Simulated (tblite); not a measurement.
Run record: tight-binding relaxation, `C=CCC#CC(F)=[Se]`.

Computed with GFN2-xTB geometry optimisation, gas phase (tblite 0.8.0). Start geometry: from a force field or distance geometry. The input is one job of a driver script: a line of settings, then coordinates in Å.

Command:
```bash
OMP_NUM_THREADS=1 python probes_run.py task.json out
```

Input:
```
{"job": {"kind": "relax", "xc": "GFN2-xTB", "basis": "xTB"}, "charge": 0, "multiplicity": 1}
C     -1.398800     0.948500     0.746100
C     -1.940800     0.101500    -0.135900
C     -0.995300    -0.787400    -0.877600
C      0.391100    -0.506400    -0.493100
C      1.544600    -0.295800    -0.148800
C      2.901000    -0.016800     0.214100
F      3.873400    -0.207600    -0.701400
Se     3.336500     0.631800     2.011800
H     -1.993700     1.630400     1.345500
H     -0.334800     0.969200     0.875600
H     -3.009000     0.020400    -0.305100
H     -1.147100    -0.647200    -1.974100
H     -1.231500    -1.839900    -0.574600
```

Output:
```
step      E/eV     max force
  0    -630.21990    3.234
  1    -630.47155    2.546
  2    -630.60959    2.904
  3    -630.73490    1.764
  4    -630.75603    1.272
  5    -630.78410    0.463
  6    -630.80041    0.364
  7    -630.82188    0.371
  8    -630.83261    0.327
  9    -630.84477    0.261
... (47 lines left out)
 57    -630.88926    0.019
 58    -630.88932    0.017
 59    -630.88935    0.016
 60    -630.88939    0.015
 61    -630.88945    0.023
 62    -630.88953    0.023
 63    -630.88961    0.020
 64    -630.88966    0.016
 65    -630.88969    0.012
 66    -630.88970    0.010
```

«max force» is the largest atomic force in eV/Å.

Q: From which step on does the largest force stay under 0.1 eV/Å, and how much energy is left to gain from there?

A: From step 16 (0.096 eV/Å), 15.9 meV above the end.

Main results: energy lowered by 15.4 kcal/mol over 66 steps; largest atomic force 0.010 eV/Å at the end.

Q: Give the final coordinates.

A: 0.197 Å rms from the input after alignment:
```
atom  x, y, z in Å
C1    -1.5623    1.0181    0.8219
C2    -1.8829    0.1180   -0.0865
C3    -0.9111   -0.7509   -0.8405
C4     0.4656   -0.5306   -0.4888
C5     1.6183   -0.3301   -0.1796
C6     2.9314   -0.0855    0.2054
F7     3.8629   -0.4204   -0.6977
Se8    3.4306    0.6151    1.7460
H9    -2.3146    1.6039    1.3203
H10   -0.5401    1.2061    1.1049
H11   -2.9165   -0.0551   -0.3562
H12   -1.0332   -0.5842   -1.9174
H13   -1.1524   -1.8039   -0.6495
```

Run on one thread of an x86-64 server, on a shared host.
Labels such as C1 count atoms from 1, the log's own numbers from 0.
